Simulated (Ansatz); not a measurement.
Consider the ligand exchange at a B–C bond: `FBC(F)Cl` + `CNC` → `CN(C)BF` + `FCCl`.

Program: Ansatz. Geometries: PBE0-D4/def2-TZVP. ΔE: electronic, gas phase. CBS: MP2 limit from def2 TZ/QZ plus the TZ coupled-cluster correction, frozen cores. This one scheme is used for every species. DFT in def2-TZVPP. HSE06 is defined as in plane-wave codes. Each species was taken in one conformer, which may not be the lowest.

| level | ΔE (eV) |
| --- | --- |
| BHLYP-D4 | -1.60 |
| ωB97X-V | -1.55 |
| HSE06 | -1.54 |
| MP2/CBS(def2) | -1.61 |

Task: What does CCSD(T)/CBS give? (Estimate.)

Result: Computed: -1.58 eV. The listed levels differ from it by -0.02, 0.03, 0.04, -0.03 eV.

Largest T1 diagnostic among the species: 0.013.

At CCSD(T), def2-SVP lies −0.04 eV from the extrapolated value and def2-TZVPP +0.00 eV. From PBE to PBE0 (25 % exact exchange), in def2-TZVPP and without D4, ΔE moves by −0.04 eV.
